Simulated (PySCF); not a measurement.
Exercise with solution: oscillator strength and radiative lifetime

(E)-1-chloro-1-fluoroprop-1-ene (C3H4ClF), SMILES C/C=C(\F)Cl.

Coordinates come from a B3LYP-D3(BJ)/def2-SVP optimisation.

TDDFT-PBE/def2-SVPD run with PySCF puts the first singlet state with f over 0.02 at 6.57 eV (vertical), with the transition dipole (-0.407, -1.433, 0.000) in atomic units.

### Question
Find the oscillator strength, the wavelength and the radiative lifetime that this transition would have in vacuum if emission retraced absorption.

### Answer

|μ|² = 2.2191 au, so |μ| = 3.79 D. ΔE = 6.57/27.211 = 0.2414 hartree. f = (2/3) ΔE |μ|² = 0.357 (the program prints 0.357).
λ = 1239.84/6.57 = 189 nm; ν = 52991 cm⁻¹.
Einstein's coefficient A = 0.6670 ν² f s⁻¹ (ν in cm⁻¹) = 6.7e8 s⁻¹, so τ = 1/A = 1.5 ns. This state is S3; the lower singlets have f = 0.000, 0.000. The figure is the radiative limit of this one transition; relaxation, internal conversion, crossing to triplets and a medium change what is measured.
